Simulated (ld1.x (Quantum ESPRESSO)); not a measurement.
The numbers below are computed, except where a source is named.
Pseudopotentials across the periodic table

Generated with ld1.x 7.5 (TM, RRKJ, ultrasoft, PAW), atompaw 4.2 or ONCVPSP 4.0.1. The cutoff is in Ry: for ld1.x and atompaw files where the sum of valence levels is converged to 10 mRy in a Bessel basis, for ONCV files where the hardest occupied wave has 1 mHa per electron of residual kinetic energy. The error is the largest all-electron minus pseudo excitation energy over each file’s own four to seven test configurations (ionisations up to +4, promotions, holes and added fractions of an electron), all of which were solved. The labels leave out finer settings (local radius, basis sizes, second energies), which also bear on the numbers. Spin-polarised tests are not counted. The rows are a selection from randomly drawn settings: files with unsolved tests, undetermined cutoffs or missed reference levels are left out.

A true bound ghost makes a file unfit for plane-wave use even where its test errors are small: the radial tests pick states by their node count and pass the ghost by.

| element | potential | cutoff (Ry) | largest error (meV) | bound ghosts |
| --- | --- | --- | --- | --- |
| Be | ultrasoft, LDA (PZ), scalar-relativistic, rc 2.20/4.50/3.55 (spd), local smoothed, core correction yes, reference 2s2 2p0 | 6 | -129 | none |
| S | ultrasoft, PBE, scalar-relativistic, rc 1.58/1.62 (sp), local smoothed, core correction yes, reference 3s2 3p3.5 | 18 | +41 | none |
| Br | RRKJ, PW91, scalar-relativistic, rc 1.25/1.25 (sp), local smoothed, core correction yes, reference 4s1.75 4p5.25 | 70 | +71 | none |
| Te | ultrasoft, LDA (PZ), fully relativistic, rc 1.75/2.20/1.45 (spd), local smoothed, core correction no, reference 4d10 5s1.5 5p4.5 | 70 | -8.5 | s |
| Ba | TM, PBE, scalar-relativistic, rc 1.80/3.30/4.10 (spd), local s, core correction yes, reference 5s2 5p6 5d0 6s0 6p0 | 40 | +268 | none |
| Hf | PAW, PBE, scalar-relativistic, rc 1.90/2.00/2.05/2.45 (spdf), local smoothed, core correction yes, reference 5s2 5p6 5d2 6s0 6p0 | 21 | -39 | none |

(1) Fill in the row for As: TM, LDA (PZ), scalar-relativistic, rc 1.55/2.15/2.05 (spd), local d, core correction yes, reference 4s2 4p3.

(2) Fill in the row for Ge: PAW, PBEsol, scalar-relativistic, rc 1.50/0.95/1.50 (spd), local smoothed, core correction yes, reference 3p6 3d10 4s2 4p2.

Answers

(1) cutoff 30 Ry, largest error -474 meV, bound ghosts: none.

(2) cutoff 140 Ry, largest error -12 meV, bound ghosts: s.
